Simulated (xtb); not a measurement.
H3Ga (SMILES [GaH3]), singlet, at a GFN2-xTB geometry (such geometries of metal compounds can be far from the true shape). Base run: GFN2-xTB run with xtb.

The xtb input:
```
$ xtb mol.xyz --gfn 2 --json

# file mol.xyz
4

Ga     0.00000000    -0.00000000     0.00000000
H      0.66218224    -0.42756453     1.35383279
H     -0.30059287     1.51137788    -0.28202977
H     -0.36158937    -1.08381336    -1.07180302
```

Variants of this job, named by their change:

```json
[
 {"change": "base", "ΔE vs base (kJ/mol)": "0.00", "HOMO-LUMO gap (eV)": "5.69", "SCF cycles": "9"},
 {"change": "etemp = 1000", "ΔE vs base (kJ/mol)": "0.00", "HOMO-LUMO gap (eV)": "5.69", "SCF cycles": "9"},
 {"change": "acc = 0.1", "ΔE vs base (kJ/mol)": "0.00", "HOMO-LUMO gap (eV)": "5.69", "SCF cycles": "10"},
 {"change": "etemp = 10000", "ΔE vs base (kJ/mol)": "-22.36", "HOMO-LUMO gap (eV)": "5.73", "SCF cycles": "10"},
 {"change": "alpb = thf", "ΔE vs base (kJ/mol)": "-16.04", "HOMO-LUMO gap (eV)": "5.71", "SCF cycles": "9"}
]
```

ALPB and GBSA are two models with their own fitted parameters for each solvent, which aren't always the measured dielectric constant.
